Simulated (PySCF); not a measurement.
## Fractional electron number in Te⁺ (tellurium, charge +1)

The 5p alpha orbital of [Kr] 4d10 5s2 5p3 is emptied in steps (occupation f), with all orbitals relaxed, ending at [Kr] 4d10 5s2 5p2. Calculation: PySCF 2.14, in x2c-TZVPall; the spin-free X2C one-electron Hamiltonian (Gaussian nucleus). The exact energy is a straight line in f; departures are measured from the line between the end points of the same method.

| f | UHF (eV) | LDA (eV) | PBE (eV) | PBE0 (eV) | r2SCAN (eV) | LC-wPBE (eV) | BHandHLYP (eV) | wB97X (eV) | r2SCAN0 (eV) | CAM-B3LYP (eV) |
| --- | --- | --- | --- | --- | --- | --- | --- | --- | --- | --- |
| 1 | 0.000 | 0.000 | 0.000 | 0.000 | 0.000 | 0.000 | 0.000 | 0.000 | 0.000 | 0.000 |
| 0.75 | 0.089 | -0.812 | -0.790 | -0.570 | -0.742 | -0.069 | -0.369 | -0.122 | -0.540 | -0.340 |
| 0.5 | 0.117 | -1.087 | -1.054 | -0.759 | -0.978 | -0.089 | -0.492 | -0.165 | -0.710 | -0.454 |
| 0.25 | 0.086 | -0.817 | -0.789 | -0.567 | -0.725 | -0.063 | -0.369 | -0.127 | -0.525 | -0.340 |
| 0 | 0.000 | 0.000 | 0.000 | 0.000 | 0.000 | 0.000 | 0.000 | 0.000 | 0.000 | 0.000 |

| method | E(f=0) − E(f=1) (eV) | −ε at f=1 (eV) | −ε at f=0.5 (eV) |
| --- | --- | --- | --- |
| UHF | 18.361 | 18.842 | 18.354 |
| LDA | 18.947 | 14.635 | 18.934 |
| PBE | 18.758 | 14.551 | 18.759 |
| PBE0 | 18.858 | 15.811 | 18.868 |
| r2SCAN | 18.990 | 15.006 | 19.036 |
| LC-wPBE | 18.915 | 18.535 | 18.930 |
| BHandHLYP | 18.702 | 16.737 | 18.701 |
| wB97X | 18.559 | 17.918 | 18.545 |
| r2SCAN0 | 19.031 | 16.123 | 19.073 |
| CAM-B3LYP | 18.794 | 16.983 | 18.794 |

Orbital energy along the path (eV):

```csv
f,UHF,LDA,PBE,PBE0,r2SCAN,LC-wPBE,BHandHLYP,wB97X,r2SCAN0,CAM-B3LYP
1,-18.842,-14.635,-14.551,-15.811,-15.006,-18.535,-16.737,-17.918,-16.123,-16.983
0.75,-18.593,-16.769,-16.648,-17.341,-17.039,-18.739,-17.718,-18.228,-17.617,-17.886
0.5,-18.354,-18.934,-18.759,-18.868,-19.036,-18.930,-18.701,-18.545,-19.073,-18.794
0.25,-18.126,-21.120,-20.868,-20.380,-20.954,-19.098,-19.685,-18.883,-20.460,-19.702
0,-17.908,-23.307,-22.959,-21.864,-22.820,-19.228,-20.672,-19.253,-21.790,-20.611
```

Reference removal energy between the ground levels: 18.6 ± 0.4 eV (measured; NIST Atomic Spectra Database, ionization energies). The calculation has no spin-orbit coupling. UHF lacks correlation.
